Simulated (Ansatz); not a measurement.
A calculation with Ansatz (development build ahead of 0.2.0).

```yaml
crystal:
  periodic: [false, false, false]
  atoms:
    - { symbol: Sc, position_ang: [0.0, 0.0, 0.0] }
    - { symbol: S, position_ang: [0.0, 0.0, 4.769] }
basis:
  gaussian: { orbitals: pcseg-2 }
magnetization:
  initial_magnetization: 3
hamiltonian:
  xc: { name: wB97X }
```

The input is written out in the form of the current development build from the run's settings.

Results

- Converged: yes
- Total energy: -1158.73620 hartree
- Spin squared of the determinant: 3.750
- Stability test: minimum among restricted orbitals
